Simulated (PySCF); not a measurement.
SMILES [SiH2](C=O)[SiH2][Si](C)(C)C (GFN2-xTB optimised geometry):

```
22

C      1.588     1.256     0.000
Si    -0.322     1.256     0.000
C     -0.958     0.430     1.597
C     -0.907     3.081     0.000
Si    -1.155     0.171    -1.905
Si     0.025    -1.667    -2.675
C      0.664    -2.564    -1.106
O      0.716    -2.018    -0.029
H      1.967     0.244     0.098
H      1.988     1.836     0.827
H      1.991     1.676    -0.918
H     -0.621     0.957     2.486
H     -2.044     0.400     1.625
H     -0.595    -0.590     1.662
H     -1.991     3.145    -0.008
H     -0.554     3.617     0.877
H     -0.543     3.611    -0.875
H     -2.552    -0.265    -1.709
H     -1.269     1.091    -3.055
H     -0.616    -2.742    -3.447
H      1.269    -1.394    -3.409
H      1.007    -3.617    -1.184
```

Calculation: PBE0/def2-SVP (PySCF).

**Question.** What are the frontier orbital energies and the dipole moment?

**Answer.** HOMO-2 -8.34 eV, HOMO-1 -7.80 eV, HOMO -6.92 eV, LUMO -1.42 eV, LUMO+1 -0.27 eV; dipole moment 0.70 D.

Meta-Löwdin charges at PBE0/def2-SVP: C1 -0.54, Si2 0.69, C3 -0.54, C4 -0.54, Si5 0.07, Si6 0.31, C7 0.09, O8 -0.36, H9 0.12, H10 0.11, H11 0.11, H12 0.11, H13 0.11, H14 0.13, H15 0.11, H16 0.11, H17 0.11, H18 -0.06, H19 -0.07, H20 -0.07, H21 -0.07, H22 0.07.
